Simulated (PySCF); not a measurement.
# Magnetisability: `CC(C)(C)C1=CC[P@@](C)(=O)C1`, C9H17OP

Cartesian coordinates in Å; atom numbers follow the order of the lines, from 1:
```xyz
28

C    -2.162   -1.524    0.119
C    -1.510   -0.144    0.248
C    -2.346    0.870   -0.544
C    -1.493    0.254    1.731
C    -0.089   -0.148   -0.272
C     0.636   -1.223   -0.567
C     2.036   -1.012   -1.049
P     2.398    0.707   -0.495
C     2.882    0.575    1.266
O     3.313    1.520   -1.306
C     0.615    1.166   -0.484
H    -3.201   -1.470    0.437
H    -1.656   -2.255    0.744
H    -2.137   -1.866   -0.913
H    -3.380    0.840   -0.207
H    -1.975    1.882   -0.406
H    -2.323    0.634   -1.605
H    -1.066    1.245    1.869
H    -2.507    0.264    2.124
H    -0.907   -0.458    2.308
H     0.270   -2.234   -0.487
H     2.099   -1.035   -2.141
H     2.736   -1.752   -0.657
H     2.174   -0.023    1.831
H     2.936    1.582    1.676
H     3.873    0.127    1.312
H     0.379    1.591   -1.465
H     0.381    1.914    0.273
```

Theory: GIAO BHandHLYP/6-31G* magnetisability, rotational g tensor and spin-rotation constants, non-relativistic, gas phase (PySCF). Geometry: GFN2-xTB.

(1) What are the magnetisability and the molar susceptibility?

(2) Split it along the inertial axes a, b, c into diamagnetic and paramagnetic parts about the centre of mass, with the quadrupole moment.

(3) And the rotational g tensor?

## Answers

(1) Isotropic -1989 × 10⁻³⁰ J/T², or -119.8 × 10⁻⁶ cm³/mol; principal values -2111, -1963, -1894 × 10⁻³⁰ J/T², anisotropy 192 × 10⁻³⁰ J/T² (root of half the summed squared differences of the principal values). The susceptibility is in cgs units.

(2) 
| axis | χ (10⁻⁶ cm³/mol) | diamagnetic (10⁻⁶ cm³/mol) | paramagnetic (10⁻⁶ cm³/mol) | summed x² of all electrons (Å²) | quadrupole Θ (D Å) |
| --- | --- | --- | --- | --- | --- |
| a | -118.3 | -861.2 | 742.9 | 442.6 | -15.11 |
| b | -114.8 | -2280.4 | 2165.6 | 108.1 | +10.19 |
| c | -126.3 | -2336.5 | 2210.2 | 94.9 | +4.91 |

Anisotropies 2χaa − χbb − χcc = +4.6 and 2χbb − χaa − χcc = +15.0 × 10⁻⁶ cm³/mol. Θ is traceless in Buckingham's convention.

(3) 
| axis | rotational constant (GHz) | g | nuclear part | electronic part |
| --- | --- | --- | --- | --- |
| a | 1.8577 | -0.0115 | 0.6369 | -0.6484 |
| b | 0.5749 | -0.0085 | 0.5763 | -0.5849 |
| c | 0.5596 | -0.0044 | 0.5766 | -0.5811 |

Asymmetric top; isotopes 12C, 1H, 16O, 31P; no vibrational averaging.
